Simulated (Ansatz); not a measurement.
```yaml
crystal:
  periodic: [false, false, false]
  atoms:
    - {symbol: Sn, position_ang: [1.034643, 2.208042, -0.766868]}
    - {symbol: Sn, position_ang: [-1.469284, 0.309832, -2.433880]}
    - {symbol: Sn, position_ang: [0.538817, -2.292047, -0.712016]}
    - {symbol: Sn, position_ang: [-2.139207, -0.387555, 1.148809]}
    - {symbol: Sn, position_ang: [1.975836, -0.013734, 2.848710]}
    - {symbol: S, position_ang: [1.089321, -0.118606, -1.990074]}
    - {symbol: S, position_ang: [-2.022732, -1.827992, -1.041444]}
    - {symbol: S, position_ang: [2.289259, 1.859147, 1.402154]}
    - {symbol: S, position_ang: [0.188055, -1.446731, 1.749898]}
    - {symbol: S, position_ang: [-1.484707, 1.709654, -0.205289]}
basis:
  gaussian: {orbitals: def2-TZVP}
total_charge: 1
magnetization: {spin_polarized: true, initial_magnetization: 1}
hamiltonian: {xc: pbe0, dispersion: d4}
scf: {omitted_lower_state_checks: [starts]}
output: {orbitals: {seedname: orbitals}}
```

```sh
$ ansatz run in.yaml --threads 4 --pin off --events-out ev --progress --plain --max-ram 6963MiB
```

Problem. Does this run fit into the memory that it is given?

Solution. No. It has 435 basis functions, and Ansatz plans for 9 GiB where 7 GiB are given.
